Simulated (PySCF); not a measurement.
## `C[B-](C)(C)C`, [C$_{4}$H$_{12}$B]-, charge -1

Cartesian coordinates in Å; atom numbers follow the order of the lines, from 1:
```xyz
17

B     0.000    0.000    0.000
C     0.001   -0.019    1.651
H     0.503   -0.904    2.053
H    -1.012   -0.019    2.065
H     0.512    0.850    2.074
C     1.557    0.013   -0.552
H     1.608    0.029   -1.644
H     2.118   -0.867   -0.224
H     2.112    0.887   -0.199
C    -0.785    1.351   -0.534
H    -0.811    1.410   -1.626
H    -0.309    2.271   -0.183
H    -1.824    1.387   -0.194
C    -0.773   -1.345   -0.566
H    -1.814   -1.394   -0.234
H    -0.293   -2.268   -0.229
H    -0.790   -1.382   -1.659
```

Total charge -1.

Computed with PySCF 2.14.0, GIAO OLYP/def2-SVP magnetisability, rotational g tensor and spin-rotation constants, non-relativistic, gas phase. Geometry: GFN2-xTB.

For an ion the centre-of-mass motion in the field is neglected.

(1) Give the nuclear spin-rotation constants along the inertial axes (H = +C I·J) beside the isotropic shieldings.

Results:

(1) Rotational constants 3.8920, 3.8907, 3.8905 GHz. A star marks the isotopologue with that one atom substituted, in its own axes.
| atom | isotope | Caa (kHz) | Cbb (kHz) | Ccc (kHz) | mean (kHz) | σ (ppm) |
| --- | --- | --- | --- | --- | --- | --- |
| B1 | 11B | 0.572 | 0.572 | 0.572 | 0.572 | 132.2 |
| H3 | 1H | -0.212 | -0.212 | -0.212 | -0.212 | 32.5 |
| H4 | 1H | -0.212 | -0.212 | -0.212 | -0.212 | 32.5 |
| H5 | 1H | -0.212 | -0.212 | -0.212 | -0.212 | 32.5 |
| H7 | 1H | -0.212 | -0.212 | -0.212 | -0.212 | 32.5 |
| H8 | 1H | -0.211 | -0.211 | -0.211 | -0.211 | 32.5 |
| H9 | 1H | -0.212 | -0.212 | -0.212 | -0.212 | 32.5 |
| H11 | 1H | -0.212 | -0.212 | -0.212 | -0.212 | 32.5 |
| H12 | 1H | -0.211 | -0.211 | -0.211 | -0.211 | 32.5 |
| H13 | 1H | -0.212 | -0.212 | -0.212 | -0.212 | 32.5 |
| H15 | 1H | -0.211 | -0.211 | -0.211 | -0.211 | 32.5 |
| H16 | 1H | -0.212 | -0.212 | -0.212 | -0.212 | 32.5 |
| H17 | 1H | -0.211 | -0.211 | -0.211 | -0.211 | 32.5 |
| C2 | 13C* | 0.465 | 0.550 | 0.549 | 0.521 | 176.6 |

Where two moments of inertia are equal or nearly so, the constants along those axes are given as their average.
For the geometry as given, no vibrational averaging.
